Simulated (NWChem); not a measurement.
C$_{2}$H$_{6}$CdO; SMILES [CH3][Cd][O]C

```xyz
10

Cd     0.0597    -0.3179     0.0001
C     -0.2216    -2.3874    -0.0003
H      0.1426    -2.8222    -0.9422
H     -1.2905    -2.6219     0.1052
H      0.3233    -2.8470     0.8368
O      0.4814     1.6117    -0.0003
C     -0.4199     2.6630     0.0000
H     -1.0885     2.6871     0.8880
H      0.1296     3.6250     0.0047
H     -1.0824     2.6922    -0.8924
```
Atoms are numbered in this order, from 1.

Program: NWChem. All runs use the structure optimised with PBE0/def2-SVP. Not confirmed as a minimum by frequencies. def2 effective core potentials on Cd; no spin-orbit coupling.

Problem. Predict the results for LC-wPBE (HJS exchange hole, range parameter 0.4 per bohr)/def2-SVP. Quantities: highest occupied level (eV); orbital gap (eV); dipole (D).

Solution. 
```json
{
 "highest occupied level (eV)": "-9.37",
 "orbital gap (eV)": "11.01",
 "dipole (D)": "1.89"
}
```
